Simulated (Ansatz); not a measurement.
Compare A (`CC1(C)CCCC1`) with its isomer B (`CC1CCCCC1`).

Computed with Ansatz on PBE0-D4/def2-TZVP structures; ΔE is electronic, products minus reactants. CCSD(T)/CBS is the MP2 limit (def2-TZVPP, def2-QZVPP) plus CCSD(T) − MP2 in def2-TZVPP, frozen cores. Functionals use def2-TZVPP. B3LYP here is the variant with VWN-RPA as its local correlation; programs differ in this.

Question: Which isomer does CCSD(T)/CBS put lower? Give the gap. (An estimate is asked.)

Answer: Computed: B, by 18.7 kJ/mol.

Question: Give E(B) − E(A) in kJ/mol with PBE-D4, HF/def2-TZVPP, PBE0-D4, MP2/def2-TZVPP, B3LYP-D4, B2PLYP, CCSD/def2-TZVPP. (An estimate is asked.)

Answer: The calculation gave: PBE-D4 -20.1, HF/def2-TZVPP -28.0, PBE0-D4 -21.4, MP2/def2-TZVPP -14.9, B3LYP-D4 -21.8, B2PLYP -21.4, CCSD/def2-TZVPP -19.2. None reverses the order clearly.

Largest T1 diagnostic: 0.009.

In def2-TZVPP, CCSD(T) changes the Hartree–Fock value by +10.7 kJ/mol (the triples alone add +2.0 kJ/mol) and MP2 by +13.1 kJ/mol.
